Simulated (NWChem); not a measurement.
CH4N, doublet; SMILES C[NH]

Program: NWChem. Spin-unrestricted. In the optimisation the excess spin sits in a" (Cs, its own frame). Structure relaxed at the B3LYP/6-31G* (spherical d), spin-unrestricted level. No stability test was run on the SCF state.

Question: What does the run give for PBE/def2-SVP? Quantities: highest occupied level (eV); lowest empty minus highest occupied level, either spin (eV); dipole (D); <S²>.

Answer: 
```json
{
  "highest occupied level (eV)": "-5.77",
  "lowest empty minus highest occupied level, either spin (eV)": "2.45",
  "dipole (D)": "1.94",
  "<S²>": "0.752"
}
```
